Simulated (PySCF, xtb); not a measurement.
CH₇BN₂O, SMILES CNB(N)O. The values are those of a single conformer.

Harmonic wavenumbers (cm⁻¹) from GFN2-xTB (xtb) at its own minimum, in rising order: 58, 122, 224, 242, 360, 411, 454, 454, 495, 527, 793, 819, 971, 1071, 1115, 1132, 1247, 1375, 1416, 1450, 1486, 1502, 1528, 2888, 2937, 3035, 3458, 3550, 3594, 3666.

Problem. What does PySCF 2.14.0 with PBE0-D3(BJ)/def2-SVP give at its own minimum? (Estimate from the structure and the level; the computed values follow.)

Solution. 110, 139, 230, 276, 314, 401, 446, 493, 495, 639, 819, 890, 995, 1101, 1144, 1193, 1332, 1414, 1465, 1472, 1483, 1550, 1599, 2996, 3084, 3133, 3666, 3668, 3779, 3950. Paired by order, the mean absolute difference is 68 cm⁻¹ and the zero-point energies are 60.6 and 63.3 kcal/mol.
